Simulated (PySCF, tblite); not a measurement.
Species: C6H6F3P.
Structure used (GFN2-xTB), in Å, numbered top down from 1:
```
atom  x, y, z in Å
C1     3.2399   -0.6975    0.0249
C2     2.0612   -0.5686    0.6189
P3     0.6151   -1.5438    0.1118
C4    -0.6237   -0.3765    0.1522
C5    -0.5032    1.0422    0.3650
C6    -1.5137    1.9123    0.4173
C7    -1.9852   -0.9281   -0.1279
F8    -2.8452   -0.7705    0.8976
F9    -2.5826   -0.3724   -1.1987
F10   -1.9470   -2.2507   -0.3729
H11    3.3762   -1.3383   -0.8311
H12    4.1095   -0.1525    0.3558
H13    1.9521    0.0632    1.4917
H14    0.5103    1.4050    0.4673
H15   -2.5451    1.6238    0.3162
H16   -1.3262    2.9614    0.5681
```

Method used: PBE0/pcSseg-1 in PySCF (dipole) on a GFN2-xTB geometry, gas phase.

Take the most abundant isotopes and a rigid rotor. The values belong to one conformer with, in the numbering `[CH2:1]=[CH:2]/[P:3]=[C:4](\[CH:5]=[CH2:6])[C:7]([F:8])([F:9])[F:10]`, C1–C2–P3–C4 -138°, P3–C4–C5–C6 -178°.

What are A, B and C (cm⁻¹)?

Ia = 267.15, Ib = 649.41, Ic = 817.97 u·Å²; 505379 MHz·u·Å²/I gives 1892, 778.2 and 617.8 MHz, that is A = 0.06310, B = 0.02596, C = 0.02061 cm⁻¹.

What kind of rotor is it?

An asymmetric top; Ray's κ = -0.748.

What does the inertial defect say?

Not planar: Δ = Ic − Ia − Ib = -98.59 u·Å². For a rigid frame Δ = −2 Σ m c², so Σ m c² = 49.29 u·Å² lies off the ab plane: 2.38 from hydrogen and 46.91 from heavier atoms. The atom farthest from that plane is 1.12 Å away.

Give the other two planar moments, Paa and Pbb, and the rms extents of the mass along the axes.

Paa = Σ m a² = (Ib + Ic − Ia)/2 = 600.11 and Pbb = Σ m b² = (Ia + Ic − Ib)/2 = 217.86 u·Å². With the mass M = 166.02 u, the rms extents √(P/M) along a, b and c are 1.90, 1.15, 0.54 Å.

List the rotational levels J(Ka,Kc) to J = 5 (MHz).

Above 0(0,0):
J = 1: 1(0,1) 1396, 1(1,1) 2510, 1(1,0) 2670
J = 2: 2(0,2) 4172, 2(1,2) 5141, 2(1,1) 5622, 2(2,1) 8963, 2(2,0) 8979
J = 3: 3(0,3) 8297, 3(1,3) 9079, 3(1,2) 10041, 3(2,2) 13151, 3(2,1) 13231, 3(3,1) 19129, 3(3,0) 19130
J = 4: 4(0,4) 13729, 4(1,4) 14313, 4(1,3) 15910, 4(2,3) 18723, 4(2,2) 18954, 4(3,2) 24743, 4(3,1) 24750, 4(4,1) 33072, 4(4,0) 33072
J = 5: 5(0,5) 20427, 5(1,5) 20832, 5(1,4) 23210, 5(2,4) 25667, 5(2,3) 26181, 5(3,3) 31769, 5(3,2) 31797, 5(4,2) 40088, 5(4,1) 40089, 5(5,1) 50798, 5(5,0) 50798
Those of J = 1 are B + C, A + C and A + B.

Predict some low-J microwave lines.

The dipole components are |μa| = 2.74 D, |μb| = 2.26 D, |μc| = 0.02 D. The squared components, which scale the intensities, stand as 1.00 : 0.68 : 0.00 (a : b : c). Some lines, for components of 0.1 D or more:

```csv
type,branch,"J(Ka,Kc)",MHz,lower level (cm⁻¹)
a,Q,"2(1,1) ← 2(1,2)",481,0.171
b,Q,"1(1,0) ← 1(0,1)",1274,0.047
a,R,"1(0,1) ← 0(0,0)",1396,0.000
b,Q,"2(1,1) ← 2(0,2)",1450,0.139
b,R,"2(0,2) ← 1(1,1)",1663,0.084
b,R,"1(1,1) ← 0(0,0)",2510,0.000
a,R,"2(1,2) ← 1(1,1)",2632,0.084
a,R,"2(0,2) ← 1(0,1)",2776,0.047
a,R,"2(1,1) ← 1(1,0)",2952,0.089
b,Q,"2(2,0) ← 2(1,1)",3357,0.188
b,R,"2(1,2) ← 1(0,1)",3745,0.047
b,Q,"2(2,1) ← 2(1,2)",3822,0.171
b,R,"2(2,1) ← 1(1,0)",6293,0.089
b,R,"2(2,0) ← 1(1,1)",6469,0.084
```

Estimate the classical rotational partition function at 10 K, 50 K and 500 K.

Point group C1, symmetry number σ = 1; q = (√π/σ)·√((kT/h)³/(ABC)), k/h = 20836.6 MHz/K: 5590 at 10 K, 62500 at 50 K, 1980000 at 500 K.

Its GFN2-xTB frequencies are all real (lowest 28 cm⁻¹). Zero-point vibration and centrifugal distortion are left out.
